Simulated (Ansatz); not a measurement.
`[OH][AlH][SbH][Cl]` + NH₃ → `[NH2][AlH][OH]` + `[Cl][SbH2]`  (cleavage of the Al–Sb bond)

Calculated with Ansatz (gas phase, PBE0-D4/def2-TZVP geometries, no zero-point term in ΔE). CCSD(T)/CBS adds triple-zeta CCSD(T) − MP2 to the extrapolated MP2 energy (def2 sets, frozen cores). This one scheme is used for every species. Functionals use def2-TZVPP. def2 core potentials past Kr. For Sb outer-core shells are correlated without core-valence functions, which leaves a few kJ/mol of doubt a bond. Each species was taken in one conformer, which may not be the lowest.

`[OH][AlH][SbH][Cl]`:

Cartesian coordinates in Å:
```
O -0.529 -1.427 -1.025
Al 0.834 -0.587 -0.482
Sb 0.341 1.833 0.558
Cl -2.000 1.388 0.392
H -1.398 -1.038 -0.901
H 2.256 -1.257 -0.639
H 0.497 1.090 2.098
```

NH₃:

Z-matrix (Å, degrees):
```
N
H 1 1.013
H 1 1.013 2 107.1
H 1 1.013 2 107.1 3 -114.5
```

`[NH2][AlH][OH]`:

Z-matrix (Å, degrees):
```
N
Al 1 1.760
H 1 1.006 2 124.4
H 1 1.007 2 125.1 3 -180.0
O 2 1.698 1 116.8 3 -180.0
H 2 1.579 1 120.8 3 -0.1
H 5 0.955 2 123.2 1 180.0
```

`[Cl][SbH2]`:

```xyz
4

Cl    0.222   -0.381   -1.877
Sb    0.175    0.754    0.186
H     0.956   -0.504    1.047
H    -1.353    0.132    0.644
```

CCSD(T)/CBS gives -6.8 kcal/mol.

Question: Another level gave -4.3 kcal/mol. Which?
A. B97M-V/def2-TZVPP
B. SCS-MP2/def2-TZVPP
C. MP2/def2-TZVPP
D. PBE-D4/def2-TZVPP

Answer: D. PBE-D4 -4.3, MP2/def2-TZVPP -7.6, SCS-MP2/def2-TZVPP -9.0, B97M-V -10.3 kcal/mol.

Largest T1 diagnostic among the species: 0.014.

The D4 term adds +1.5 kcal/mol with B3LYP and +0.9 kcal/mol with PBE0; it sums over pairs of atoms, weighted by their polarisabilities, and B3LYP, whose exchange is more repulsive, gets the larger term. At CCSD(T), def2-SVP lies −1.5 kcal/mol from the extrapolated value and def2-TZVPP −1.3 kcal/mol. From BLYP to BHLYP (50 % exact exchange), in def2-TZVPP and without D4, ΔE moves by −1.3 kcal/mol.

B3LYP here is the variant with VWN-RPA as its local correlation; programs differ in this.
